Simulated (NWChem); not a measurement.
System: GeHF, singlet; SMILES [F][GeH]

Here is an NWChem input.

```
start job
memory heap 200 mb stack 900 mb global 1100 mb
geometry units angstroms noautoz
  Ge     0.013041     0.355212     0.000000
  H     -1.594359     0.475055     0.000000
  F      0.035044    -1.401284     0.000000
end
basis spherical
  * library def2-svpd
end
dft
  xc xcamb88 1.00 lyp 0.81 vwn_5 0.19 hfexch 1.00
  cam 0.33 cam_alpha 0.19 cam_beta 0.46
  iterations 150
end
tddft
  cis
  nroots 6
  notriplet
end
task tddft energy
```

Output (shortened):

```
             Northwest Computational Chemistry Package (NWChem) 7.3.0
             --------------------------------------------------------

 CS  symmetry detected

                             Geometry "geometry" -> ""
                             -------------------------

 Output coordinates in angstroms (scale by  1.889725989 to convert to a.u.)

  No.       Tag          Charge          X              Y              Z
 ---- ---------------- ---------- -------------- -------------- --------------
    1 Ge                  32.0000     0.04495063     0.37233931     0.00000000
    2 H                    1.0000    -1.55803872     0.54122462     0.00000000
    3 F                    9.0000     0.01329097    -1.38400917     0.00000000

 Effective nuclear repulsion energy (a.u.)      99.1807175563

      Symmetry information
      --------------------

 Group name             Cs
 Group number              2
 Group order               2
 No. of unique centers     3

                                 NWChem DFT Module
                                 -----------------

 Summary of "ao basis" -> "ao basis" (spherical)
 ------------------------------------------------------------------------------
       Tag                 Description            Shells   Functions and Types
 ---------------- ------------------------------  ------  ---------------------
 Ge                        def2-svpd                14       38   6s4p4d
 H                         def2-svpd                 4        8   2s2p
 F                         def2-svpd                 9       23   4s3p2d

      Symmetry analysis of basis
      --------------------------

        a'         48
        a"         21

            General Information
            -------------------
          SCF calculation type: DFT
          Wavefunction type:  closed shell.
          No. of atoms     :     3
          No. of electrons :    42
           Alpha electrons :    21
            Beta electrons :    21
          Charge           :     0
          Spin multiplicity:     1
          Use of symmetry is: off; symmetry adaption is: on
          Maximum number of iterations: 150
          AO basis - number of functions:    69
                     number of shells:    27
          Convergence on energy requested:  1.00D-06
          Convergence on density requested:  1.00D-05
          Convergence on gradient requested:  5.00D-04

[...]

                                NWChem TDDFT Module
                                -------------------

            General Information
            -------------------
           No. of orbitals :     138
            Alpha orbitals :      69
             Beta orbitals :      69
        Alpha frozen cores :       0
         Beta frozen cores :       0
     Alpha frozen virtuals :       0
      Beta frozen virtuals :       0
         Spin multiplicity :       1
    Number of AO functions :      69
        Use of symmetry is : off
      Symmetry adaption is : on
         Schwarz screening :  0.10D-07

              XC Information
              --------------
              Hartree-Fock (Exact) Exchange   1.00
            CAM-Becke88 Exchange Functional   1.00
               VWN V Correlation Functional   0.19 local
       Lee-Yang-Parr Correlation Functional   0.81
           Alpha           :  0.19
           Beta            :  0.46
           Gamma           :  0.33

             TDDFT Information
             -----------------
          Calculation type : Tamm-Dancoff TDDFT
         Wavefunction type : Restricted singlets
          No. of electrons :      42
           Alpha electrons :      21
            Beta electrons :      21
              No. of roots :       6
          Max subspacesize :    5200
            Max iterations :     100
               Target root :       1
           Target symmetry : none
      Symmetry restriction : off
                 Algorithm : Optimal
        Davidson threshold :  0.10D-03

    6 smallest eigenvalue differences (eV)
--------------------------------------------------------
  No. Spin  Occ  Vir  Irrep   E(Occ)    E(Vir)   E(Diff)
--------------------------------------------------------
    1    1   21   22 a"       -0.316    -0.068     6.754
    2    1   21   23 a'       -0.316     0.027     9.336
    3    1   21   24 a'       -0.316     0.046     9.851
    4    1   20   22 a"       -0.463    -0.068    10.751
    5    1   21   25 a'       -0.316     0.091    11.092
    6    1   19   22 a'       -0.486    -0.068    11.376
--------------------------------------------------------

  Entering Davidson iterations
  Restricted singlet excited states

  Iter   NTrls   NConv    DeltaV     DeltaE      Time
  ----  ------  ------  ---------  ---------  ---------
    1      6       0     0.20E+00   0.10+100        6.0
    2     12       0     0.42E-01   0.30E-01        6.2
    3     18       0     0.13E-01   0.27E-02        8.2
    4     24       0     0.87E-01   0.20E-01        9.1
    5     30       1     0.18E-01   0.93E-02        9.4
    6     35       3     0.78E-02   0.58E-03        8.7
    7     38       4     0.20E-02   0.65E-04        4.8
    8     40       5     0.35E-03   0.24E-05        4.4
    9     41       6     0.67E-04   0.85E-07        3.9
  ----  ------  ------  ---------  ---------  ---------
  Convergence criterion met

  Ground state a'      -2177.215347002481 a.u.

  ----------------------------------------------------------------------------
  Root   1 singlet a"             0.112023602 a.u.                3.0483 eV
  ----------------------------------------------------------------------------
     Transition Moments    X  0.00000   Y  0.00000   Z  0.54585
     Dipole Oscillator Strength                    0.0222520684
     Electric Quadrupole                           0.0000000317
     Magnetic Dipole                               0.0000017234
     Total Oscillator Strength                     0.0222538234

[...]
```

Level: CAM-B3LYP/def2-SVPD, TDA. Low-valent species are run as closed-shell singlets; no triplet was tried in these runs. Coordinates come from a PBE0/def2-SVP optimisation.
